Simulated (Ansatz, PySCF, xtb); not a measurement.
Isomers of GeH7NSi: 1 is [GeH3][NH][SiH3], 2 is [GeH3][SiH2]N; one conformer of each (the lowest of an xTB search), B3LYP-D3(BJ)/def2-TZVP minima.
Isomer 1 (charge 0, multiplicity 1, Z-matrix in Å and degrees):
```
N
H 1 1.0102
Si 1 1.7223 2 117.00
H 3 1.4811 1 107.44 2 -166.37
H 3 1.4837 4 110.15 1 -119.94
H 3 1.4877 4 107.79 5 -116.49
Ge 1 1.8499 2 113.90 3 168.18
H 7 1.5349 1 106.62 2 165.95
H 7 1.5392 8 111.46 1 117.89
H 7 1.5439 8 109.87 9 120.93
```
Isomer 2 (charge 0, multiplicity 1):
```xyz
10

N     -1.6060     0.4720     0.6730
Si    -0.6560    -0.5061    -0.3855
Ge     1.6423     0.0471    -0.0502
H     -2.5689     0.2364     0.8576
H     -1.4661     1.4695     0.7073
H     -0.9568    -0.3610    -1.8386
H     -0.9150    -1.9222    -0.0321
H      1.8526     1.5707    -0.1803
H      2.1325    -0.3714     1.3483
H      2.5414    -0.6348    -1.0996
```

No zero-point or thermal terms.

Rows in 6-31G* carry no dispersion term and start afresh at each structure (6-31G* with six Cartesian d functions); the Pople sets are all-electron and without relativity.

Programs: Ansatz (Gaussian basis) for Hartree–Fock, density functionals and correlated methods; PySCF for 6-31G* rows, the dispersion terms; xtb for the GFN methods. Each number belongs to the level named beside it.

Question: One of these levels gives 0.89 kcal/mol for the electronic energy of isomer 2 less that of isomer 1. Name it.
(A) HF/6-31G*
(B) GFN2-xTB
(C) r2SCAN-D4/def2-TZVPP
(D) revPBE-D4/def2-TZVPP

Answer: A, HF/6-31G*. The others give 6.39 (GFN2-xTB), -3.95 (revPBE-D4/def2-TZVPP), -2.91 (r2SCAN-D4/def2-TZVPP)

Ansatz is a program for electronic structure.
